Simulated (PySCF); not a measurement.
Ge(OH)2(SH)2 (GeH4O2S2), SMILES [SH][Ge]([SH])([OH])[OH]. Geometry: PBE0-D3(BJ)/def2-SVP. This is a generated structure with no PubChem entry under its InChIKey; it may be hypothetical. Other conformers were not sampled.

### Question
Give the equilibrium geometry at PBE0-D3(BJ)/def2-SVP (PySCF confirms it by a frequency run) as bond lengths and angles, and its point group. (Estimate from the structure and the level; the computed values follow.)

### Answer
Several could match; the one computed here: point group C2.
Atoms: O1 Ge2 O3 S4 S5 H6 H7 H8 H9. Bonds (Å): O1–Ge2 1.771, O1–H6 0.965, Ge2–O3 1.771, Ge2–S4 2.205, Ge2–S5 2.205, O3–H7 0.965, S4–H8 1.352, S5–H9 1.352. Bond angles (°): Ge2–O1–H6 111.9, O1–Ge2–O3 111.8, O1–Ge2–S4 112.5, O1–Ge2–S5 102.1, O3–Ge2–S4 102.1, O3–Ge2–S5 112.5, S4–Ge2–S5 116.2, Ge2–O3–H7 111.9, Ge2–S4–H8 90.6, Ge2–S5–H9 90.6.
Charge 0, spin multiplicity 1.
